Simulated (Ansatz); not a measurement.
Input for Ansatz (a program for electronic structure): R-BLYP/def2-TZVPP on ClFH2Si (SMILES F[SiH2]Cl).

Ansatz 0.2 input:
```yaml
crystal:
  periodic: [false, false, false]
  atoms:
    - {symbol: Si, position_ang: [-0.11161134, -0.05398497, -0.00190420]}
    - {symbol: F, position_ang: [-0.77225779, 1.39520338, -0.09439615]}
    - {symbol: Cl, position_ang: [1.92417263, 0.15134008, 0.06862740]}
    - {symbol: H, position_ang: [-0.47195836, -0.80267957, -1.21443350]}
    - {symbol: H, position_ang: [-0.56844514, -0.68987892, 1.24210645]}
basis:
  gaussian:
    orbitals: def2-TZVPP
hamiltonian:
  xc: {name: BLYP}
scf: {lower_state_search: off}
```

Output:

```
WARN ansatz: RAYON_NUM_THREADS=1 ignored (pool sized by the plan → 1); use --threads N
Functional definition: BLYP
these checks for a lower state are left out or cut short: stability, starts, cluster_reference, orbital_swaps, neighbouring_geometries, increment
integrals: 0.06 GiB planned
856 factors; their error is unknown
mean field: 0.40 GiB planned
mean field evaluation 1: about -23151.9614 eV, gradient 3.9e1 eV
mean field evaluation 2: about -23145.4512 eV, gradient 8.0e1 eV
mean field evaluation 4: about -23154.2457 eV, gradient 2.3e0 eV
mean field evaluation 8: about -23154.2566 eV, gradient 2.9e-2 eV
mean field evaluation 16: about -23154.2316 eV, gradient 2.4e-5 eV
mean field -23154.23158888 eV, -850.9023163894 hartree, gradient 2.7e-6 eV, S^2 0.000000; 0 other end points of the search recorded, 0 dependent functions left out
reference -23154.23188643 eV, -850.9023273242 hartree; 21, 21 occupied and 122, 122 virtual orbitals, 856 factors
Total energy: -23154.23188643 eV, -850.9023273242 hartree
Checks for a lower state left out: stability, starts, cluster_reference, orbital_swaps, neighbouring_geometries, increment
```

The calculation finished and met its thresholds.

Cost: around 0.8 core-seconds (rough).
